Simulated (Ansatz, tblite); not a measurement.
Cost and result up the ladder for Zn₈S₇Cl₂ (17 atoms). The state is a singlet with charge 0. Geometry: r2SCAN-D4/def2-SVP.

```xyz
17

S    -1.665   -3.604   -0.064
Zn   -2.124   -1.694   -1.029
Zn   -0.737   -2.161    1.318
S     0.743   -0.633    0.181
S    -2.873    0.435   -0.567
Zn   -0.673    0.868   -1.158
Zn    1.346   -1.328   -1.925
S     3.138   -0.684   -3.059
S     0.907    2.596   -1.384
Zn    2.324    1.160   -2.300
S    -1.200   -0.877    3.199
Zn   -1.955    0.500    1.516
Zn    0.669    0.405    3.052
S     2.465    1.567    2.709
Zn    1.365    1.887    0.805
Cl   -0.780   -0.988   -3.008
Cl   -0.951    2.550    1.715
```

Ansatz on 2 threads of AMD EPYC 7R13 on a shared host and a share (18 GiB) of an NVIDIA H100 80GB HBM3; xTB runs through tblite on one thread. Times are rough, summed over both states, and most runs start from the orbitals of an earlier one. PBE0-D4/def2-TZVP serves as the yardstick here, not as an exact answer. The other state is a doublet.

The xTB rows come from tblite. Single mean-field runs in def2-TZVP are fitted with def2-universal-jkfit. HOMO above LUMO, or a gap near zero within one spin, warns that the state may not be the lowest or that an electron is smeared out.

Raw xTB energies of ions are shifted by several eV.

```tsv
level	functions	wall time	vertical IE (eV)	difference from PBE0-D4/def2-TZVP (eV)	remarks
GFN1-xTB	113	0.14 s	11.97	3.90	–
GFN2-xTB	113	0.2 s	13.69	5.61	–
BLYP-D4/def2-TZVP (with forces)	717	20 s	7.44	-0.63	gap within one spin near zero (+1 doublet)
PBE-D4/def2-TZVP (with forces)	717	21 s	7.61	-0.47	gap within one spin near zero (+1 doublet)
PBE0-D4/def2-TZVP	717	33 s	8.08	0.00	–
```
